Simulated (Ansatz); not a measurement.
All numbers were calculated with Ansatz.

A structure relaxed at PBE0-D4/def2-TZVP, charge 0, multiplicity 1:

```json
{"atom": "C1", "x (Å)": "0.887", "y (Å)": "1.924", "z (Å)": "-1.536"}
{"atom": "C2", "x (Å)": "0.022", "y (Å)": "0.725", "z (Å)": "-1.861"}
{"atom": "N3", "x (Å)": "-0.058", "y (Å)": "-0.258", "z (Å)": "-0.800"}
{"atom": "C4", "x (Å)": "-0.828", "y (Å)": "-1.420", "z (Å)": "-1.185"}
{"atom": "Ge5", "x (Å)": "-0.014", "y (Å)": "0.183", "z (Å)": "0.965"}
{"atom": "C6", "x (Å)": "-1.336", "y (Å)": "1.373", "z (Å)": "1.710"}
{"atom": "F7", "x (Å)": "1.552", "y (Å)": "0.893", "z (Å)": "1.267"}
{"atom": "O8", "x (Å)": "-0.060", "y (Å)": "-1.322", "z (Å)": "1.883"}
{"atom": "C9", "x (Å)": "1.020", "y (Å)": "-2.228", "z (Å)": "1.797"}
{"atom": "H10", "x (Å)": "1.899", "y (Å)": "1.622", "z (Å)": "-1.266"}
{"atom": "H11", "x (Å)": "0.484", "y (Å)": "2.510", "z (Å)": "-0.705"}
{"atom": "H12", "x (Å)": "0.937", "y (Å)": "2.587", "z (Å)": "-2.402"}
{"atom": "H13", "x (Å)": "0.432", "y (Å)": "0.223", "z (Å)": "-2.748"}
{"atom": "H14", "x (Å)": "-0.986", "y (Å)": "1.068", "z (Å)": "-2.152"}
{"atom": "H15", "x (Å)": "-1.841", "y (Å)": "-1.160", "z (Å)": "-1.529"}
{"atom": "H16", "x (Å)": "-0.330", "y (Å)": "-1.949", "z (Å)": "-2.007"}
{"atom": "H17", "x (Å)": "-0.927", "y (Å)": "-2.113", "z (Å)": "-0.349"}
{"atom": "H18", "x (Å)": "-1.347", "y (Å)": "2.317", "z (Å)": "1.164"}
{"atom": "H19", "x (Å)": "-1.101", "y (Å)": "1.565", "z (Å)": "2.757"}
{"atom": "H20", "x (Å)": "-2.322", "y (Å)": "0.911", "z (Å)": "1.642"}
{"atom": "H21", "x (Å)": "1.951", "y (Å)": "-1.781", "z (Å)": "2.160"}
{"atom": "H22", "x (Å)": "0.780", "y (Å)": "-3.091", "z (Å)": "2.422"}
{"atom": "H23", "x (Å)": "1.185", "y (Å)": "-2.578", "z (Å)": "0.771"}
```

(1) Give its formula and SMILES.

(2) Point group (tolerance 0.08 Å, 0.16 Å for H)?

(3) Summarise the bond lengths by kind.

## Answers

(1) C5H14FGeNO, `CC[N](C)[Ge]([CH3])([F])[O]C`.

(2) C1.

(3) 1 × C–C 1.514 Å; 14 × C–H 1.090 to 1.104 Å; 2 × C–N 1.446 to 1.448 Å; 1 × Ge–N 1.820 Å; 1 × C–Ge 1.928 Å; 1 × F–Ge 1.745 Å; 1 × Ge–O 1.763 Å; 1 × C–O 1.413 Å.
